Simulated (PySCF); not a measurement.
## A search over the determinants of CdF

Unrestricted PBE0; Cd cc-pVDZ-PP with ECP28, F cc-pVDZ; scalar-relativistic core potentials (PySCF 2.14). Outer shells of the fragments: Cd 4d10 5s2; F 2s2 2p5.

Followed along the bond (rough minima from three points):

| 2Ms+1 | unpaired | ⟨S²⟩ at the start | R at minimum (Å) | Te (eV) |
| --- | --- | --- | --- | --- |
| 2 | σ ↑ | 0.75 | 1.99 | 0.00 |
| 4 | σ ↑, π ↑↑ | 3.75 | none in the scan | ≤ 6.22 |

Solutions found at the starting distance of 2.015 Å, counted from the lowest of them; the search is not exhaustive and high or unbound solutions are not listed, so other states can lie among these:

```tsv
2Ms+1	unpaired	term	E (eV)	⟨S²⟩	⟨Lz²⟩	μ (D)
2	σ ↑	²Σ⁺	0.00	0.75	0.00	-3.24
2	π ↑	²Π	3.66	0.75	1.00	2.22
2	π ↑	²Π	4.20	0.78	1.00	-4.44
4	σ ↑, π ↑↑	mixed	6.65	3.75	2.00	1.75
4	σ ↑, π ↑↑	mixed	6.75	3.75	2.00	1.79
4	σ ↑↑, π ↑	⁴Π	7.00	3.75	1.01	1.00
4	σ ↑↑, π ↑	⁴Π	7.89	3.75	1.00	1.55
4	σ ↑↑↑	⁴Σ⁺	8.35	3.75	0.00	0.93
```

A term symbol is given only where ⟨S²⟩ and ⟨Lz²⟩ are close to those of a pure state; real π, δ and φ orbitals otherwise mix terms. A positive dipole means Cd(−)F(+).

Spin–orbit coupling is left out. Counting both spins, an empty level lies below a filled one in some of these solutions, because spin and occupation are held.
